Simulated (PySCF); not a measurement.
Two-dimensional NMR puzzle

Compound of formula C7H9ClNP. Correlations simulated from computed shifts and the bond graph:

HSQC (one-bond C–H):
```tsv
δH	δC
9.12	155.6
8.84	157.8
3.28	40.1
1.41	27.7
```

COSY cross peaks (H two or three bonds apart, from the bond graph; peaks can be absent where the dihedral angle is near 90°):
```tsv
δH	δH
3.28	1.41
```

HMBC (two and three bonds, from the bond graph):
```tsv
δH	δC
9.12	181.2, 162.9, 40.1
8.84	181.2, 162.9
3.28	181.2, 155.6, 27.7
1.41	181.2, 40.1, 27.7
```

Carbons without hydrogens: δ 181.2, 162.9.

Level of theory: GIAO PBE0/pcSseg-1 shieldings, structure optimised with GFN2-xTB, in PySCF (no solvent model, non-relativistic, single conformer, fast rotation and ring inversion assumed for equivalent nuclei).

Chemical shifts δ = σref − σ; TMS for 1H (31.72 ppm), 13C (186.93 ppm), all at this level.

Exchangeable hydrogens are left out of these lists.

Question: Which molecule is this?

Answer: `InChI=1S/C7H9ClNP/c1-5(2)6-3-9-7(8)4-10-6/h3-5H,1-2H3`.

Atom-mapped SMILES (the numbers label the heavy atoms): `[CH3:1][CH:2]([CH3:3])[c:4]1[cH:5][n:6][c:7]([Cl:8])[cH:9][p:10]1`. Hydrogens are named by the atom that carries them.

- δC 181.2 is C4, a substituted aromatic carbon.
- δC 162.9 is C7, an aromatic carbon bearing chlorine.
- δC 157.8 is C9, an aromatic CH (δH 8.84).
- δC 155.6 is C5, an aromatic CH next to a ring nitrogen (δH 9.12).
- δC 40.1 is C2, an sp3 CH on an aromatic ring (δH 3.28).
- δC 27.7 is C1/C3, a methyl carbon (δH 1.41).
- HMBC from δH 9.12 reaches the proton-free carbons C4, C7.
- HMBC from δH 8.84 reaches the proton-free carbons C4, C7.
- HMBC from δH 3.28 reaches the proton-free carbon C4.
- HMBC from δH 1.41 reaches the proton-free carbon C4.
- COSY links 3.28–1.41.

The shifts were computed for this structure.

Carbons that carry Cl, above all several Cl atoms, come out too deshielded, partly because spin–orbit coupling is missing. Shifts are as computed. Against solution values, carbons near 30 ppm lie about +3 ppm off and those near 130 ppm about +5 ppm; carbons on Cl a further +6 ppm. Of 1211 compounds with measured shifts, 218 miss one by over three times the rms of a fit or turn the order of signals round; such compounds aren't used in these exercises.
